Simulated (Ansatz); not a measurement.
Gas-phase electronic energies from Ansatz, PBE0-D4/def2-TZVP geometries. CCSD(T)/CBS adds triple-zeta CCSD(T) − MP2 to the extrapolated MP2 energy (def2 sets, frozen cores). Functionals use def2-TZVPP. B3LYP here is the variant with VWN-RPA as its local correlation; programs differ in this. HSE06 is defined as in plane-wave codes. Each species was taken in one conformer, which may not be the lowest.

`C=[C](C)[AlH2]` + `OC(F)(F)Cl` → `O[C](F)(F)[AlH2]` + `C=C(C)Cl`  (formal exchange of groups at the Al–C bond)

Task: Is it downhill or uphill in electronic energy at CCSD(T)/CBS, and by how much? (An estimate is asked.)

Result: The calculation gave: Nearly level: ΔE = +1.3 kJ/mol.

Task: What do these levels give: revPBE-D4, B3LYP-D4, HSE06-D4, SCS-MP2/def2-TZVPP, SCS-MP2/def2-QZVPP, HF/CBS(def2)? (An estimate is asked.)

Result: Computed: revPBE-D4 -1.2, B3LYP-D4 -3.0, HSE06-D4 4.6, SCS-MP2/def2-TZVPP 4.0, SCS-MP2/def2-QZVPP 1.4, HF/CBS(def2) 7.8 kJ/mol.

Task: What do rigid-rotor, harmonic-oscillator terms from PBE0-D4/def2-TZVP frequencies (298.15 K, 1 bar) make of the CCSD(T)/CBS value? (Best estimate.)

Result: Ansatz gave: ΔZPE = -1.1 kJ/mol, ΔH = +1.0 kJ/mol, ΔS = 12 J/(mol·K), ΔG = -2.5 kJ/mol. Modes under 50 cm⁻¹ make the entropy rough.

Largest T1 diagnostic among the species: 0.013.

At CCSD(T), def2-SVP lies +13.1 kJ/mol from the extrapolated value and def2-TZVPP +4.7 kJ/mol. From PBE to PBE0 (25 % exact exchange), in def2-TZVPP and without D4, ΔE moves by +6.0 kJ/mol. Leaving LDA and LC-ωPBE aside and taking each functional with its dispersion term where it has one, the values, not all of them listed here, spread over 18.8 kJ/mol, from BLYP-D4 to B97M-V. LDA lies +6.2 kJ/mol from PBE without D4.
